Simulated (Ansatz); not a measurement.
Input file for Ansatz (an electronic-structure program): R-PBE/def2-TZVPPD on CH2IN (a complex), monomers drawn apart or pushed together. Elements past Kr take the def2 small-core potentials; no spin–orbit coupling. Files ending in .json are basis or fitting sets from the Basis Set Exchange.

Ansatz 0.2 input:
```yaml
crystal:
  periodic: [false, false, false]
  atoms:
    - {symbol: C, position_ang: [1.10801620, -0.16739859, 1.03910764]}
    - {symbol: N, position_ang: [0.22939679, 0.01627081, 1.74955533]}
    - {symbol: H, position_ang: [1.92702125, -0.33863846, 0.37684495]}
    - {symbol: I, position_ang: [-2.99011141, 0.70978693, 4.36537379]}
    - {symbol: H, position_ang: [-1.75044842, 0.43996890, 3.35589079]}
basis:
  gaussian:
    orbitals: def2-TZVPPD.json
hamiltonian:
  xc: {name: PBE}
scf: {lower_state_search: off}
```

Output:

```
WARN ansatz: RAYON_NUM_THREADS=1 ignored (pool sized by the plan → 1); use --threads N
Functional definition: PBE
these checks for a lower state are left out or cut short: stability, starts, cluster_reference, orbital_swaps, neighbouring_geometries, increment
integrals: 0.06 GiB planned
885 factors; their error is unknown
mean field: 0.48 GiB planned
mean field evaluation 1: about -10652.3391 eV, gradient 4.8e1 eV
mean field evaluation 2: about -10635.2218 eV, gradient 9.4e1 eV
mean field evaluation 4: about -10657.1248 eV, gradient 4.4e0 eV
mean field evaluation 8: about -10657.1699 eV, gradient 1.2e-1 eV
mean field evaluation 16: about -10657.1516 eV, gradient 1.1e-4 eV
mean field -10657.15157957 eV, -391.6430968726 hartree, gradient 6.2e-7 eV, S^2 0.000000; 0 other end points of the search recorded, 0 dependent functions left out
reference -10657.15162990 eV, -391.6430987219 hartree; 20, 20 occupied and 147, 147 virtual orbitals, 885 factors
Total energy: -10657.15162990 eV, -391.6430987219 hartree
Checks for a lower state left out: stability, starts, cluster_reference, orbital_swaps, neighbouring_geometries, increment
```

The run converged.

Cost: around 1.7 core-seconds (rough).
